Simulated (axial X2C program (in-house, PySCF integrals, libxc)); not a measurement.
SnCO: properties at the nuclei

Calculated with an axial X2C code built on PySCF integrals: two-component X2C with atomic mean-field Coulomb and Gaunt terms, Gaussian nuclei, basis Sn dyall-v3z, C dyall-v3z, O dyall-av3z with contracted cores.

Sn–C–O held linear, with bonds 2.184 and 1.145 Å (near the PBE0 minimum at charge 0 of the determinant lowest at the starting distance; the state shown can have its own minimum elsewhere, held linear; other orders of the atoms were not compared).

Determinant lowest in the PBE0 search, Ω = 1 (⟨Sz⟩ = 1.00, ⟨Lz⟩ = 0.00 at PBE0), spin on the atoms Sn 0.77, C 0.14, O 0.08:

```csv
level,Eeff magnitude (GV/cm),Ws magnitude Sn (kHz),A∥/gI Sn (MHz),qzz Sn (a.u.),A∥/gI C (MHz),qzz C (a.u.),A∥/gI O (MHz),qzz O (a.u.),μ (D)
PBE0,1.1,0.461,-655,1.22,-17.2,-0.71,-7.91,-0.32,-0.89
HF,4.33,2.31,-575,2.33,-19.7,-0.98,9.37,-0.42,0.04
BHandHLYP,1.04,0.423,-558,1.72,-9.39,-0.82,-0.105,-0.36,-0.84
```

Determinant 0.36 eV from it at PBE0 and this distance, Ω = 0 (closed shell), highest spinor 70% Sn p, 13% C p, 8% O p:

| level | qzz Sn (a.u.) | qzz C (a.u.) | qzz O (a.u.) | μ (D) |
| --- | --- | --- | --- | --- |
| PBE0 | 1.45 | -0.70 | -0.32 | -0.93 |
| HF | 2.33 | -0.96 | -0.39 | -0.25 |
| BHandHLYP | 1.90 | -0.82 | -0.35 | -0.84 |

Eeff is the effective electric field on the electron electric dipole moment in this Ω state and Ws the scalar–pseudoscalar constant of the nucleus named (defined with the proton number Z and per Ω); A∥ (defined per Ω) follows by multiplying with gI = μI/(I μN); qzz is the electric field gradient, eQq0 = 234.96 MHz × Q/barn × qzz; μ is positive if the O end (last atom) is positive. The operators were transformed with the bare-nucleus X2C matrices; with these basis sets, hyperfine constants and field gradients can be off by tens of per cent, and where levels differ in sign neither size nor sign is settled.

Q: With gI(119Sn) = -2.0946, Q(17O) = -0.02558 barn (g factors from the IAEA table of nuclear moments by Stone; Q from Pyykkö, Mol. Phys. 2018), turn the PBE0 values of the first state into constants in MHz.

A: A∥(119Sn) = -655 × -2.0946 = 1370 MHz; eQq0(17O) = 234.96 × (-0.02558) × (-0.32) = 1.92 MHz.

The molecule was held linear; bending was not examined, so a bent shape may lie lower.

Each state is one determinant with collinear spin, which with several unpaired electrons need not be a pure state. Unrestricted Hartree–Fock can overshoot spin polarisation at the nuclei. A closed determinant beside an open π² or δ² triplet, such as (π1/2)², mixes with its partner pair into the 0⁺ component of the triplet and ¹Σ⁺, so its energy is not that of a level, and 0⁺ can lie lowest. With several open shells hyperfine constants can be off by a factor of several. Where Eeff spreads by more than a factor of two the levels disagree and none is to be relied on. Open-shell Ω = 0 determinants with evenly filled partner blocks cannot be reached by this program, so the Ω shown need not be the lowest component. States lie within half an eV, so the first need not be the ground state. Where a field gradient or hyperfine factor spreads by more than a factor of two over the levels, a constant derived from it is not to be relied on. PBE0 term energies can be off by some tenths of an eV.
